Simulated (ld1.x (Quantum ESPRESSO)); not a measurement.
**nitrogen (N): one change to a TM potential, before and after**

ld1.x (Quantum ESPRESSO) 7.5 input, shortened:

```
&input
   title='N', zed=7., rel=1, dft='PBE', iswitch=3,
   config='[He] 2s2 2p2 3d-2'
 /
 &inputp
   pseudotype=2, tm=.true., lloc=-1, rcloc=0.70,
   nlcc=.false.
 /
3
2S  1  0   2.00   0.00  0.75  0.75  0.0
2P  2  1   2.00   0.00  1.20  1.20  0.0
3D  3  2  -2.00   0.05  1.20  1.20  0.0
 &test
   configts(1)='2s2 2p2'
 /
```

All-electron outer shells of the reference configuration (PBE, scalar-relativistic, ld1.x):

```csv
shell,level (eV),outermost node (bohr),outermost maximum (bohr)
2s,-32.46,0.32,0.99
2p,-20.69,–,0.92
```

Change: local potential all-electron potential smoothed inside 0.88 bohr (lloc = -1).

Cutoffs: the cutoffs (Ry, on a coarse ladder) from which the occupation-weighted sum of valence levels, in a spherical-Bessel basis at the reference potential, stays within 10 and 1 mRy of its value at 400 Ry; they do not see the model core or the augmentation charge, which bear on the density cutoff. Errors are all-electron minus pseudo energies relative to the spin-unpolarised reference configuration.

Task: What does the change do?

Result: The potential gets neither clearly harder nor softer (110 Ry and 230 Ry → 110 Ry and 230 Ry); the errors of the 7 common tests hardly move; neither file shows a bound ghost.

```csv
quantity,base,changed
"cutoff, loose",110 Ry,110 Ry
"cutoff, tight",230 Ry,230 Ry
bound ghosts,none,none
"error for 2s2 2p3, meV [ΔE -13.59 eV]",+7.7,+7.5
"error for 2s2 2p1, meV [ΔE 28.85 eV]",+39,+38
"error for 2s2 2p0, meV [ΔE 75.94 eV]",+335,+332
"error for 2s2 2p3.3, meV [ΔE -15.21 eV]",+9.5,+9.3
"error for 2s2 2p2.5, meV [ΔE -8.50 eV]",+3.2,+3.2
"error for 2s1 2p4, meV [ΔE -2.08 eV]",+35,+35
"error for 2s1 2p0, meV [ΔE 153.75 eV]",+654,+651
s: phases at 1.30 bohr within 0.05 rad from the reference energy up to (Ry; the scan ends near 5),to the end of the scan,to the end of the scan
p: phases at 1.30 bohr within 0.05 rad from the reference energy up to (Ry; the scan ends near 5),to the end of the scan,to the end of the scan
d: phases at 1.30 bohr within 0.05 rad from the reference energy up to (Ry; the scan ends near 5),to the end of the scan,to the end of the scan
```
